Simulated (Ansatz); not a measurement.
Computed with Ansatz on PBE0-D4/def2-TZVP structures; ΔE is electronic, products minus reactants. CCSD(T)/CBS is the MP2 limit (def2-TZVPP, def2-QZVPP) plus CCSD(T) − MP2 in def2-TZVPP, frozen cores. Functionals use def2-TZVPP. B3LYP here is the variant with VWN-RPA as its local correlation; programs differ in this. For Se outer-core shells are correlated without core-valence functions, which leaves a few kJ/mol of doubt a bond. Scalar relativity is left out up to krypton. One conformer a species, not always the lowest.

`N[SiH]1CS1` + `NB[SiH2][SeH]` → `[SeH][SiH]1CS1` + `NB[SiH2]N`  (redistribution)

(1) Is it downhill or uphill in electronic energy at CCSD(T)/CBS, and by how much? (Estimate.)

(2) What do these levels give: r2SCAN-D4, B3LYP-D4, ωB97X-V, B2PLYP, PBE, B3LYP, MP2/def2-TZVPP, CCSD(T)/def2-TZVPP, MP2/def2-QZVPP, HF/CBS(def2), MP2/CBS(def2), CCSD/CBS(def2)? (Estimate.)

Largest T1 diagnostic among the species: 0.013.

## Answers

(1) Computed: Uphill: ΔE = +0.26 eV.

(2) Ansatz gave: r2SCAN-D4 0.27, B3LYP-D4 0.27, ωB97X-V 0.27, B2PLYP 0.26, PBE 0.25, B3LYP 0.27, MP2/def2-TZVPP 0.25, CCSD(T)/def2-TZVPP 0.25, MP2/def2-QZVPP 0.25, HF/CBS(def2) 0.31, MP2/CBS(def2) 0.25, CCSD/CBS(def2) 0.27 eV.

In def2-TZVPP, CCSD(T) changes the Hartree–Fock value by −0.05 eV (the triples alone add −0.01 eV) and MP2 by −0.06 eV.
